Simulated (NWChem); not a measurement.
System: PbCl cation, singlet; SMILES [Cl][Pb+]

NWChem input:

```
start job
memory heap 200 mb stack 700 mb global 900 mb
charge 1
geometry units angstroms noautosym nocenter noautoz
  Pb     0.000000     0.000000    -0.414959
  Cl     0.000000     0.000000     1.974264
end
basis spherical
  * library def2-svpd
end
ecp
  Pb library def2-ecp
end
dft
  xc xcamb88 1.00 lyp 0.81 vwn_5 0.19 hfexch 1.00
  cam 0.33 cam_alpha 0.19 cam_beta 0.46
  iterations 150
end
property
  response 1 0.0
end
task dft property
```

Low-valent species are run as closed-shell singlets; no triplet was tried in these runs. Structure relaxed at the PBE0/def2-SVP level. def2 effective core potentials on Pb; no spin-orbit coupling.

Static field.

Question: What results follow from this input? (CAM-B3LYP/def2-SVPD with def2 effective core potentials on Pb.) Quantities: isotropic polarisability (bohr³); anisotropy (bohr³).

Answer: 
| Item | Value |
|---|---|
| isotropic polarisability (bohr³) | 41.1 |
| anisotropy (bohr³) | 30.4 |
